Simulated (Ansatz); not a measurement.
System: RuF3 (charge 0, quartet). The spin state was set by rule; other spins were not relaxed. SMILES: [Ru]([F])([F])[F]
Geometry: optimised at B3LYP-D3(BJ)/def2-TZVP (Ansatz, a quantum-chemistry and plane-wave program).

Quantity: vertical electron affinity (to the quintet state of charge -1; a negative value means that the extra electron is unbound and the number depends on the basis; each state is the SCF solution reached for its spin), in eV. Cores are frozen in the correlated levels unless marked. UHF or UKS for open shells. No spin-orbit coupling. Frozen are the shells of the preceding noble gas and the d and f shells that filled before the atom's block. Past Kr the def2 sets carry scalar-relativistic core potentials. Anions need diffuse functions: def2-D sets add few. CBS(X,Y): correlation extrapolated as X^-3; Hartree-Fock from the larger set. The program attaches cautions to a run behind SVWN5/def2-TZVPD: asymmetric forces. The program attaches cautions to a run behind r2SCAN/def2-TZVPD: asymmetric forces.

```json
[
 {"level": "SVWN5/def2-TZVPD", "program": "Ansatz", "vertical electron affinity (eV)": "2.39"},
 {"level": "r2SCAN/def2-TZVPD", "program": "Ansatz", "vertical electron affinity (eV)": "2.41"},
 {"level": "BHLYP/def2-TZVPD", "program": "Ansatz", "vertical electron affinity (eV)": "2.60"},
 {"level": "wB97M-V/def2-TZVPD", "program": "Ansatz", "vertical electron affinity (eV)": "2.50"},
 {"level": "wB97X-V/def2-TZVPD", "program": "Ansatz", "vertical electron affinity (eV)": "2.36"},
 {"level": "B2PLYP/def2-TZVPD", "program": "Ansatz", "vertical electron affinity (eV)": "2.39"},
 {"level": "MP2/def2-SVPD", "program": "Ansatz", "vertical electron affinity (eV)": "2.68"},
 {"level": "RI-MP2/CBS(def2-TZVPPD,def2-QZVPPD)", "program": "Ansatz", "vertical electron affinity (eV)": "2.70"},
 {"level": "SCS-MP2/def2-SVPD", "program": "Ansatz", "vertical electron affinity (eV)": "2.50"}
]
```
